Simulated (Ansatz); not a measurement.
Born–Oppenheimer molecular dynamics of FGeH3O (6 atoms, charge 0, multiplicity 1). It starts from a relaxed structure.

These are results of RHF/def2-TZVP in Ansatz, not measurements.

| Quantity | Value |
| --- | --- |
| ensemble | NVT, Langevin thermostat |
| time step | 1 fs |
| steps asked | 100 |
| set temperature | 300 K |
| friction | 0.005 /fs |
| masses | H 3.016 u |
| seed | 461067 |

First frame:

```xyz
6
Properties=species:S:1:pos:R:3
Ge -0.180 0.044 -0.042
O -0.485 0.203 1.663
H -0.237 -0.514 2.220
F 1.512 -0.134 -0.237
H -0.599 1.348 -0.703
H -0.797 -1.229 -0.617
```

(1) How far do the bonds stretch over the last three quarters of this one trajectory? (Pairs bonded in most of those frames.)

Results:

(1) 
```csv
bond,mean (Å),spread (Å),shortest,longest
Ge1–O2,1.738,0.009,1.73,1.75
Ge1–F4,1.716,0.011,1.70,1.73
Ge1–H5,1.523,0.021,1.49,1.56
Ge1–H6,1.537,0.037,1.48,1.60
O2–H3,0.942,0.008,0.93,0.96
```

Mean temperature of the second half: 194 K. The mean temperature of the second half is 35 % below the set value. A run of 0.1 ps of so small a system gives no equilibrium averages.

Time of the run: 2.2 min on 2 threads of Arm Neoverse V1, with other jobs on the host, peak memory 0.24 GiB.
